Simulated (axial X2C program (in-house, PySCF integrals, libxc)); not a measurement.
## A run on NaNi⁺ without results

A two-component calculation with an axial X2C code built on PySCF integrals.

Input and command:
```json
{"zs": [28, 11], "q": 1, "bas": ["dyall-acv3z", "dyall-acv3z"], "r0": 2.65, "eom": "ee", "thr": -2.0, "nmax": 88}
```
```bash
python soeom.py task.json out
```

Keys: zs atomic numbers; q charge; bas basis sets; r0 starting distance in Å; eom kind of EOM run; thr threshold in hartree for freezing inner shells (an s shell follows its p shell); nmax most natural virtual spinors.

Outcome:

It hit its time limit.
